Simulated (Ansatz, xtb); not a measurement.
Species: CaF (charge +1, singlet). SMILES: [F][Ca+]
Structure (B3LYP-D3(BJ)/def2-TZVP (Ansatz, a program for electronic structure) minimum search):
```
Ca
F 1 1.8817
```
Charge +1, spin multiplicity 1.

Harmonic wavenumbers from GFN2-xTB (xtb, at its own minimum), cm⁻¹: 360.

Question: Give the harmonic wavenumbers at B3LYP-D3(BJ)/def2-TZVP (Ansatz, finite differences of forces, unscaled).

Answer: 685 cm⁻¹. Zero-point energy 1.0 kcal/mol.

Question: From these and the geometry, give the ideal-gas thermochemistry at 298.15 K and 1 atm (rigid rotor, harmonic oscillator).

Answer: Point group C∞v, rotational symmetry number 1. Rotational constants 11.07, 11.07 GHz. S(trans) 38.15, S(rot) 14.57, S(vib) 0.32, S(elec, spin only) 0.00, S 53.0 cal/(mol K). H(298) - H(0) 2.15 kcal/mol; G - E(el) -12.7 kcal/mol.
